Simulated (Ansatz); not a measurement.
Species: C2H8O2S2Si, net charge 0, singlet state. 
Geometry from a B3LYP-D3(BJ)/def2-TZVP (Ansatz, a quantum-chemistry and plane-wave program) optimisation:
```
Si
O 1 1.6317
C 2 1.4252 1 124.93
H 3 1.0890 2 107.66 1 169.15
H 3 1.0923 4 109.02 2 -120.31
H 3 1.0926 4 109.16 5 -118.80
O 1 1.6317 2 113.79 3 -64.40
C 7 1.4252 1 124.93 2 -64.40
H 8 1.0890 7 107.66 1 169.15
H 8 1.0923 9 109.02 7 -120.31
H 8 1.0926 9 109.16 10 -118.80
S 1 2.1344 2 106.55 3 54.04
H 12 1.3434 1 93.98 2 -177.10
S 1 2.1344 2 107.62 3 177.78
H 14 1.3434 1 93.98 2 -54.68
```
Charge 0, spin multiplicity 1.

Basis-set convergence of Hartree-Fock and CCSD correlation energies (hartree) with Ansatz. Correlated levels leave the core frozen unless marked. No spin-orbit coupling. Non-relativistic.

```
basis        functions        E(HF)  E(corr, CCSD)
-----------  ---------  -----------  -------------
cc-pV(D+d)Z        165  -1314.28133       -1.08945
cc-pV(T+d)Z        349  -1314.41132       -1.35671
cc-pV(Q+d)Z        652  -1314.43966       -1.44448
```

Extrapolating the two largest sets (X = 3 and 4) as X^-3: E(corr) = (64·(-1.44448) - 27·(-1.35671))/37 = -1.5085 Eh, an estimate of the basis-set limit. The largest set recovers 95.8 % of it, the smallest 72.2 %.
